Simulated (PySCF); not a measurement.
HF2S (cation, charge +1), SMILES F[SH+]F (PBE0/def2-SVP optimised geometry):

```
4

F     -1.021    -0.897    -1.497
S     -0.696    -0.685     0.000
F      0.851    -0.685     0.000
H     -0.851     0.685     0.000
```

Method: PBE0/def2-TZVP in PySCF.

Q: What are the frontier orbital energies?

A: HOMO-2 -20.97 eV, HOMO-1 -20.75 eV, HOMO -17.92 eV, LUMO -9.41 eV, LUMO+1 -9.05 eV.

Meta-Löwdin charges at PBE0/def2-TZVP: F1 -0.28, S2 1.40, F3 -0.28, H4 0.17.
